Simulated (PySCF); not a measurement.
As (SMILES [As]), quartet.

Here is a job for PySCF.
```python
from pyscf import gto, scf, dft

mol = gto.M(
    atom='''
As    0.000000    0.000000    0.000000
''',
    basis='def2-svpd',
    charge=0,
    spin=3,
    verbose=4,
)

mf = dft.UKS(mol)
mf.xc = 'pbe0'
mf = mf.density_fit(auxbasis='def2-universal-jkfit')
mf.kernel()
```

**Question.** What does this run give for the <S^2>, dipole moment, number of basis functions, total energy, HOMO energy?

**Answer.** 
```yaml
"<S^2>": 3.751
dipole_moment: 0.00 D
number_of_basis_functions: 38
total_energy: -2235.264775 Ha
HOMO energy: -7.03 eV
```

These values belong to the state on which the SCF converged, which isn't shown to be the lowest.
